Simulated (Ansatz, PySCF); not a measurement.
MoO₂FCl, SMILES [O]=[Mo](=[O])([F])[Cl], multiplicity 1. Atoms are numbered in the order given.

```xyz
5

Mo     0.0299    -0.2450     0.0000
O      0.8967    -0.7441    -1.3414
O      0.8967    -0.7441     1.3414
F     -1.6439    -1.0241     0.0000
Cl    -0.1121     2.0207     0.0000
```

The structure is a stationary point at B3LYP-D3(BJ)/def2-SVP. The spin state was assumed, not searched. The structure was generated by enumeration; whether it is a known compound was not checked. The def2 effective core potentials stand for the cores of Mo; spin–orbit coupling is left out.

Two levels are set side by side: PBE-D3(BJ)/def2-SVP (Ansatz, a first-principles code) and B3LYP-D3(BJ)/def2-SVP (Ansatz). Each level has its own optimised geometry; the coordinates shown are those of the second. Frequencies come from the Hessian of PySCF at each geometry. Differences are taken from unrounded values.

| quantity | B3LYP-D3(BJ) | PBE-D3(BJ) | PBE-D3(BJ) minus B3LYP-D3(BJ) |
|---|---|---|---|
| mean bond length (Å) | 1.866 | 1.874 | 0.008 |
| bond Mo1–O2 (Å) | 1.673 | 1.687 | 0.014 |
| bond Mo1–O3 (Å) | 1.673 | 1.687 | 0.014 |
| bond Mo1–F4 (Å) | 1.846 | 1.852 | 0.006 |
| bond Mo1–Cl5 (Å) | 2.270 | 2.270 | 0.000 |
| highest harmonic wavenumber (cm⁻¹) | 1065 | 1022 | -44 |
| mean harmonic wavenumber (cm⁻¹) | 496 | 480 | -16 |
| zero-point energy (kcal/mol) | 6.38 | 6.18 | -0.20 |

Exact exchange shortens and stiffens bonds; PBE has none. Differences between two approximate levels are no errors against the true value.
